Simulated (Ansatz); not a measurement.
`FB(S)Cl` + `O[SiH3]` → `FB(S)O[SiH3]` + HCl at 700 K and 1 bar (ligand exchange at a B–Cl bond).

Isolated molecules relaxed with PBE0-D4/def2-TZVP in Ansatz; ΔE leaves out vibrations. CCSD(T)/CBS adds triple-zeta CCSD(T) − MP2 to the extrapolated MP2 energy (def2 sets, frozen cores). This one scheme is used for every species. Each species was taken in one conformer, which may not be the lowest.

| species | CCSD(T)/CBS energy (Eh) | H − E (kJ/mol) | S (J/(mol·K)) |
| --- | --- | --- | --- |
| `FB(S)Cl` | -982.86970 | 94.5 | 367.9 |
| `O[SiH3]` | -366.69042 | 144.6 | 321.6 |
| `FB(S)O[SiH3]` | -889.19834 | 198.9 | 471.9 |
| HCl | -460.38127 | 38.4 | 211.8 |

H − E and S are ideal-gas, rigid-rotor, harmonic terms from PBE0-D4/def2-TZVP, for one conformer and one mirror image of each species. 1 Eh = 2625.50 kJ/mol, R = 8.31446 J/(mol·K).

**Question.** By hand: ΔE, ΔH, ΔS and ΔG.

**Answer.** ΔE = (-889.19834) + (-460.38127) − (-982.86970) − (-366.69042) = -0.01949 Eh = -51.2 kJ/mol. Δ(H − E) = 198.9 + 38.4 − 94.5 − 144.6 = -1.8, so ΔH = -53.0 kJ/mol. ΔS = 471.9 + 211.8 − 367.9 − 321.6 = -5.8 J/(mol·K). ΔG = -53.0 − 700 × (-5.8)/1000 = -48.9 kJ/mol.

**Question.** By hand: the equilibrium constant, and the temperature at which ΔG would vanish if ΔH and ΔS stayed fixed.

**Answer.** log₁₀ K = −ΔG/(RT ln 10) = 3.6. ΔG = 0 at ΔH/ΔS = 9138 K, far beyond where these terms or the molecules hold.

The number of gas molecules stays the same, so ΔS is small and ΔH decides. A doubt of 5 kJ/mol in ΔE shifts log₁₀ K by 0.4 here. Other conformers and mirror images would add mixing entropy, several J/(mol·K) or more a flexible species. Modes under 60 cm⁻¹, often nearly free rotors, make the harmonic entropy too high. These are equilibria of isolated gas molecules and say nothing of rates. Largest T1 diagnostic: 0.013 (customary marks: 0.02 for closed shells, 0.045 for open ones).
